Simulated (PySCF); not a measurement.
CH5O, SMILES C[OH2+], charge +1. Heavy atoms are numbered as in [CH3:1][OH2+:2]. Hydrogens are named by the atom that carries them.

Geometry optimised at B3LYP-D3(BJ)/def2-TZVP. The isomer is the one that the SMILES or the coordinates give; other isomers of the formula were not compared.

Method: PBE/pcSseg-2 in PySCF.

GIAO shieldings, no solvent; atoms alike by connectivity are averaged. δ = σ(ref) − σ: ¹³C against TMS (σ = 181.4 ppm); ¹⁷O against H2O (σ = 327.5 ppm); ¹H against TMS (σ = 31.47 ppm), references at their B3LYP-D3(BJ)/def2-TZVP geometries, non-relativistic.

Computed chemical shifts:
| nucleus | atoms | count | δ (ppm) |
|---|---|---|---|
| ¹³C | C1 (CH3) | 1 | 84.3 |
| ¹⁷O | O2 (OH2) | 1 | 27.6 |
| ¹H | H on O2 | 2 | 5.65 |
| ¹H | H on C1 | 3 | 5.31 |
